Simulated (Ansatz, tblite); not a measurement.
Removing and adding an electron: Ge14H24, a nanocrystal cut from cubic germanium. Charge 0, multiplicity 1. Geometry: r2SCAN-D4/def2-SVP. Ansatz, gas phase; energy differences of separate SCF runs; the oxidised species was run as a doublet alone; the reduced species was run as a doublet alone.

```xyz
38

Ge    3.356    3.118    0.096
Ge    0.058   -3.945   -2.148
Ge    1.634   -0.368   -1.160
Ge   -1.996   -0.603   -2.730
Ge   -1.672    0.442    1.078
Ge    0.029    3.932    2.352
Ge   -3.208   -3.144    0.062
Ge    3.189    0.712    0.360
Ge    1.305    4.389    0.339
Ge    1.623   -2.759   -0.721
Ge   -2.155   -2.947   -2.117
Ge   -0.459    1.604    2.831
Ge   -2.050   -1.859    1.764
Ge   -0.611    0.564   -1.107
H     4.368    3.648    1.133
H     3.938    3.406   -1.304
H    -0.024   -5.426   -1.728
H     0.592   -3.896   -3.595
H     2.161   -0.160   -2.601
H    -1.377   -0.464   -4.135
H    -3.401    0.032   -2.764
H    -3.055    1.120    0.932
H     0.806    4.519    3.548
H    -1.310    4.692    2.255
H    -3.286   -4.627    0.479
H    -4.652   -2.611   -0.047
H     4.589    0.110    0.114
H     2.792    0.370    1.808
H     1.697    5.881    0.379
H     0.414    4.182   -0.899
H     3.046   -3.309   -0.952
H     1.267   -2.998    0.758
H    -3.036   -3.685   -3.152
H     0.848    0.844    3.124
H    -1.315    1.555    4.114
H    -0.696   -2.518    2.088
H    -2.886   -1.855    3.061
H    -0.523    2.052   -1.515
```

The xTB rows come from tblite. Single mean-field runs in def2-TZVP are fitted with def2-universal-jkfit. HOMO above LUMO, or a gap near zero within one spin, warns that the state may not be the lowest or that an electron is smeared out.

**Question.** Estimate orbital energies and vertical ionisation energies and electron affinities at: GFN1-xTB; GFN2-xTB; PBE-D4/def2-TZVP; revPBE-D4/def2-TZVP; PBE0-D4/def2-TZVP.

**Answer.** 
```csv
level,−HOMO (eV),vertical IE (eV),−LUMO (eV),vertical EA (eV),HOMO–LUMO gap (eV),IE − EA (eV),remarks
GFN1-xTB,11.67,12.92,8.44,6.97,3.23,5.96,–
GFN2-xTB,10.12,11.62,5.93,4.39,4.19,7.23,–
PBE-D4/def2-TZVP,6.20,7.79,1.66,0.29,4.54,7.50,"HOMO above zero (-1 doublet), gap within one spin near zero (-1 doublet)"
revPBE-D4/def2-TZVP,6.15,7.82,1.56,0.28,4.59,7.54,"HOMO above zero (-1 doublet), gap within one spin near zero (-1 doublet)"
PBE0-D4/def2-TZVP,7.12,8.23,0.96,-0.04,6.16,8.27,HOMO above zero (-1 doublet)
```

   A HOMO above zero means that the electron is unbound at that level or that self-interaction error raises the level; the energy of removing that electron tells which. Raw xTB energy differences between charge states are shifted by several eV; the methods need an empirical correction for them. Sets without diffuse functions give affinities that are too small. A negative affinity means that the extra electron isn't bound; its size then hangs on the basis.
